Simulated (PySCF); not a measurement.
**Pr(41+) (praseodymium, charge +41): Hartree-Fock from Schrödinger to Dirac-Coulomb-Breit**

Occupied: 1s1/2, 2s1/2, 2p1/2, 2p3/2, 3s1/2, 3p1/2, 3p3/2. Hartree-Fock calculated with PySCF 2.14 in an even-tempered Gaussian basis (20 s from 3.9 bohr⁻², ratio 2.3; 16 p from 4.7 bohr⁻², ratio 2.3), Gaussian nucleus throughout. NR is non-relativistic, sf-X2C the spin-free one-electron X2C Hamiltonian, X2C adds the bare one-electron spin-orbit term, X2C-SNSO screens it by Boettger's factors, DC is four-component Dirac-Coulomb, and the Gaunt and Breit terms are added at first order (total energies over the DC spinors, levels after relaxing the spinors in that mean field). QED terms are absent. Levels marked empty are virtual spinors of this ion; the basis has s and p functions only, so 3d, which can lie below the n = 4 levels, is absent.

```tsv
Hamiltonian	E (hartree)	E − E(DC) (hartree)	CPU seconds
NR	-7504.2067	311.4367	0.61
sf-X2C	-7808.7677	6.8756	0.45
X2C	-7813.3289	2.3144	0.45
X2C-SNSO	-7813.0112	2.6321	0.45
DC	-7815.6433	0.0000	20
DC+Gaunt	-7807.7570	7.8863	34
DC+Breit	-7808.5258	7.1175	95
```

```json
{"level (eV)": "1s1/2", "NR": "-42519.3", "sf-X2C": "-44611.4", "X2C": "-44605.4", "X2C-SNSO": "-44605.8", "DC": "-44648.4", "DC+Gaunt": "-44529.3", "DC+Breit": "-44538.1"}
{"level (eV)": "2s1/2", "NR": "-8679.0", "sf-X2C": "-9240.7", "X2C": "-9238.9", "X2C-SNSO": "-9239.1", "DC": "-9244.4", "DC+Gaunt": "-9232.0", "DC+Breit": "-9232.9"}
{"level (eV)": "2p1/2", "NR": "-8350.0", "sf-X2C": "-8521.8", "X2C": "-8879.3", "X2C-SNSO": "-8865.9", "DC": "-8868.1", "DC+Gaunt": "-8847.8", "DC+Breit": "-8849.9"}
{"level (eV)": "2p3/2", "NR": "-8350.0", "sf-X2C": "-8521.8", "X2C": "-8365.9", "X2C-SNSO": "-8371.1", "DC": "-8375.3", "DC+Gaunt": "-8361.0", "DC+Breit": "-8363.1"}
{"level (eV)": "3s1/2", "NR": "-3342.3", "sf-X2C": "-3504.2", "X2C": "-3503.6", "X2C-SNSO": "-3503.7", "DC": "-3504.9", "DC+Gaunt": "-3502.1", "DC+Breit": "-3502.4"}
{"level (eV)": "3p1/2", "NR": "-3204.4", "sf-X2C": "-3267.5", "X2C": "-3354.4", "X2C-SNSO": "-3351.1", "DC": "-3351.7", "DC+Gaunt": "-3346.9", "DC+Breit": "-3347.5"}
{"level (eV)": "3p3/2", "NR": "-3204.4", "sf-X2C": "-3267.5", "X2C": "-3229.2", "X2C-SNSO": "-3230.5", "DC": "-3231.4", "DC+Gaunt": "-3228.0", "DC+Breit": "-3228.6"}
{"level (eV)": "4s1/2 (empty)", "NR": "-1684.4", "sf-X2C": "-1746.5", "X2C": "-1746.4", "X2C-SNSO": "-1746.4", "DC": "-1746.8", "DC+Gaunt": "-1745.7", "DC+Breit": "-1745.9"}
{"level (eV)": "4p1/2 (empty)", "NR": "-1632.1", "sf-X2C": "-1659.1", "X2C": "-1690.1", "X2C-SNSO": "-1689.0", "DC": "-1689.1", "DC+Gaunt": "-1687.4", "DC+Breit": "-1687.7"}
{"level (eV)": "4p3/2 (empty)", "NR": "-1632.1", "sf-X2C": "-1659.1", "X2C": "-1645.5", "X2C-SNSO": "-1645.9", "DC": "-1646.2", "DC+Gaunt": "-1645.0", "DC+Breit": "-1645.2"}
```

```tsv
interval (eV)	X2C	X2C-SNSO	DC	DC+Gaunt	DC+Breit
2p3/2 − 2p1/2	513.4	494.8	492.8	486.8	486.8
3p3/2 − 3p1/2	125.2	120.7	120.3	118.9	118.8
4p3/2 − 4p1/2	44.63	43.03	42.93	42.41	42.41
```

Weight of the small component: 1s1/2 0.0478, 2s1/2 0.0107, 2p1/2 0.0106, 2p3/2 0.00999, 3s1/2 0.00388, 3p1/2 0.00380, 3p3/2 0.00365, 4s1/2 0.00183, 4p1/2 0.00180, 4p3/2 0.00174.

Koopmans' value for the highest occupied level at DC+Breit: 3228.6 eV, against an ionisation energy of 3227 ± 4 eV (theoretical estimate listed by NIST; NIST Atomic Spectra Database, ionization energies); the former lacks relaxation, correlation, QED and recoil.

The whole ladder took 160 s of wall time on 1 thread of Neoverse-V1 (shared host), launched as `OMP_NUM_THREADS=1 python relrun2.py TASK.json OUT` (a driver that calls PySCF for each Hamiltonian).
